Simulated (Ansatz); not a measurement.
CH5BrGe⁺, that is GeH2MeBr with one electron fewer, relaxed as a doublet with UKS PBE0-D4/def2-SVP in Ansatz, starting from the PBE0-D4/def2-SVP geometry of the neutral singlet. Force threshold 0.02 eV/Å.

Start:

Cartesian coordinates in Å:
```
Ge -0.585 0.642 0.154
H -1.700 0.304 1.157
H -1.167 1.328 -1.093
C 0.510 -0.898 -0.288
H -0.112 -1.681 -0.749
H 0.975 -1.300 0.623
H 1.301 -0.607 -0.993
Br 0.777 2.212 1.189
```

```tsv
step	energy (eV)	largest force component (eV/Å)	SCF passes
1	-127641.3047	1.310	99
2	-127641.4413	0.467	55
3	-127641.4727	0.228	57
4	-127641.4757	0.296	53
5	-127641.4837	0.175	53
6	-127641.4894	0.119	43
7	-127641.4922	0.207	38
8 (rejected)	-127641.4855	0.239	39
9	-127641.4952	0.076	36
10	-127641.4965	0.044	34
11	-127641.4972	0.015	37
12	-127641.4972	0.019	32
```

Force components are those of the run's own axes.

End:

Cartesian coordinates in Å:
```
Ge -0.733 0.672 0.135
H -1.721 0.216 1.205
H -1.181 1.288 -1.186
C 0.588 -0.869 -0.256
H -0.179 -1.516 -0.724
H 0.976 -1.262 0.690
H 1.354 -0.521 -0.958
Br 0.895 1.991 1.094
```

By distances, no bond broke or formed. The bond that changes most is Ge1–C4, from 1.94 to 2.07 Å (atoms count from 1).

The force fell under the threshold at step 11, but the optimiser went on. No frequencies were taken in this run, so the end may be a saddle point.

Hardware: 4 threads of Arm Neoverse V2 on a shared host. Wall time 30 s.
